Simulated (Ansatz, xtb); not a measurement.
**CH5BFGe: which of two isomers lies lower**

We compare I, `FB[CH2][GeH2]`, a doublet, with II, `C[B](F)[GeH2]`, a doublet. Both are isolated molecules in the gas phase, relaxed with B3LYP/6-31G*; the shapes shown needn't be the lowest conformers.

I (Å):

```xyz
9

C     0.2317    0.9802   -2.0708
B    -0.2618    0.1566   -0.8515
F    -1.5342   -0.2486   -0.7915
Ge   -0.0425    2.8920   -1.5306
H     0.4349   -0.1153    0.0850
H    -0.3502    0.8243   -2.9840
H     1.3012    0.8760   -2.2713
H     0.8314    3.2577   -0.2934
H    -1.5372    3.1694   -1.1910
```

II (Å):

```
atom    x (Å)    y (Å)    z (Å)
   C  -1.4369  -2.4009   1.9183
   B  -1.1805  -1.0504   1.1632
   F  -2.1720  -0.1589   1.0686
  Ge   0.5706  -0.5763   0.2097
   H  -2.2923  -2.9266   1.4694
   H  -0.5820  -3.0830   1.9273
   H  -1.7202  -2.1946   2.9607
   H   1.8682  -1.3604   0.5198
   H   0.9056   0.8691  -0.2280
```

Energies in hartree; the thermal terms are from B3LYP/6-31G* harmonic frequencies (ideal gas, rigid rotor, one conformer each, 298.15 K, 1 atm) and include the zero-point energy:

|  | I | II |
| --- | --- | --- |
| E, CCSD(T)/def2-SVP | −2240.579864 | −2240.583718 |
| E, MP2/def2-SVP | −2240.531051 | −2240.533279 |
| E, MP2/def2-TZVPP | −2241.128299 | −2241.129948 |
| zero-point energy | 0.056827 | 0.057087 |
| H(298 K) − E | 0.063899 | 0.064814 |
| G(298 K) − E | 0.025550 | 0.025281 |

Q: Correct the CCSD(T) difference for the basis set by the MP2 change, then work out ΔE, ΔE₀, ΔH and ΔG for I → II in kcal/mol (1 Eh = 627.51 kcal/mol) and the equilibrium ratio [II]/[I].

A: 1. Differences II − I: CCSD(T) −0.003854, MP2 in the small set −0.002228, MP2 in the large set −0.001649 Eh.
2. ΔE = −0.003854 + (−0.001649 − (−0.002228)) = −0.003275 Eh = −2.06 kcal/mol.
3. ΔE₀ = ΔE + ΔZPE = −0.003275 + (+0.000260) Eh = −1.89 kcal/mol.
4. ΔH = ΔE + (+0.000915) Eh = −1.48 kcal/mol.
5. ΔG = ΔE + (−0.000269) Eh = −2.22 kcal/mol, so ΔS = (ΔH − ΔG)/T = +10.4 J/(mol K).
6. kT = 0.9442 mEh, so K = [II]/[I] = exp(−ΔG/kT) = exp(+3.75) ≈ 43.

Structure II is favoured at this temperature. An error of 1 kcal/mol in ΔG would change K by a factor of 5.4. GFN2-xTB gave ΔE the other sign. Mirror images and further conformers aren't counted.

As drawn, II has 1 B–Ge, 1 C–H in place of 1 C–Ge, 1 B–H.

Other levels gave ΔE = +5.3 (GFN2-xTB); −6.4 (HF/STO-3G, GFN2-xTB geometries); −3.4 (r2SCAN-D4/def2-SVP, GFN2-xTB geometries); −3.7 (B3LYP/6-31G*); −1.2 (HF/def2-SVP); −1.4 (MP2/def2-SVP); −2.4 (CCSD(T)/def2-SVP) kcal/mol. Open shells are spin-unrestricted. The correlated steps freeze 12 core orbitals; the filled d shell of Ge is correlated, in a basis made for valence electrons. Programs: Ansatz 0.2.0, xtb 6.7.1.
